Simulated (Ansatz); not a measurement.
# Telling isomers of AlCl3H5NSi apart by their spectra

These gas-phase data were calculated for one isomer of AlCl3H5NSi at PBE-D3(BJ)/def2-SVP (harmonic, unscaled wavenumbers; equilibrium rotational constants with average atomic masses):

| Item | Value |
| --- | --- |
| rotational constants | 1.172, 0.8116, 0.7549 GHz |
| all wavenumbers above 1500 cm⁻¹ | 3441, 3365, 2259, 2238, 2182, 1504 |
| dipole moment | 6.12 D (PBE0/def2-SVPD) |

Candidates:

(1) `Cl[SiH2][NH2+][AlH-]([Cl])[Cl]`, a singlet
(2) `[SiH3][NH2+][Al-]([Cl])([Cl])[Cl]`, a singlet

**Question.** Which candidate do the data belong to?

**Answer.** Candidate (2). No mode falls between 1700 and 2050 cm⁻¹, where the Al–H stretch of (1) would stand.

The same quantities for all candidates:

|  | rotational constants (GHz) | wavenumbers above 1500 cm⁻¹ | dipole (D) | E above the lowest, PBE-D3(BJ)/def2-SVP (kcal/mol) |
| --- | --- | --- | --- | --- |
| (1) | 1.816, 0.5747, 0.4703 | 3445, 3366, 2283, 2252, 1913, 1506 | 4.14 | 17.0 |
| (2) | 1.172, 0.8116, 0.7549 | 3441, 3365, 2259, 2238, 2182, 1504 | 6.12 | 0.0 |

Harmonic stretches to hydrogen usually lie a few per cent above observed fundamentals. Each candidate is one conformer. Programs: Ansatz 0.2.0.
